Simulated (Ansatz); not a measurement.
Results of the Gaussian-basis code of Ansatz.

`F[B]1[S][GaH]1` at its PBE0-D4/def2-TZVP geometry, where that method's forces vanish. Charge 0, multiplicity 1.

```json
{"atom": "F1", "x (Å)": "0.2224", "y (Å)": "1.5258", "z (Å)": "1.6815"}
{"atom": "B2", "x (Å)": "0.0611", "y (Å)": "0.5430", "z (Å)": "0.8293"}
{"atom": "S3", "x (Å)": "-0.3454", "y (Å)": "-1.1628", "z (Å)": "0.9759"}
{"atom": "Ga4", "x (Å)": "0.0677", "y (Å)": "-0.0684", "z (Å)": "-1.0728"}
{"atom": "H5", "x (Å)": "-0.0059", "y (Å)": "-0.8375", "z (Å)": "-2.4138"}
```

**Question.** For each bond, give half the difference of the two atoms' forces along it (eV/Å; positive pushes the atoms apart) under PBE-D4, r2SCAN-D4, B3LYP-D4, ωB97M-V in def2-TZVPP. (Best estimate.)

**Answer.** The calculation gave: 
```csv
bond,length (Å),PBE-D4,r2SCAN-D4,B3LYP-D4,ωB97M-V
F1–B2,1.311,0.46,0.12,0.14,0.25
B2–S3,1.760,0.13,0.05,0.05,-0.14
B2–Ga4,1.998,-0.12,-0.05,0.09,-0.07
S3–Ga4,2.359,0.32,0.07,0.30,-0.03
Ga4–H5,1.548,0.04,-0.07,-0.10,-0.14
```

B3LYP here is the variant with VWN-RPA as its local correlation; programs differ in this.
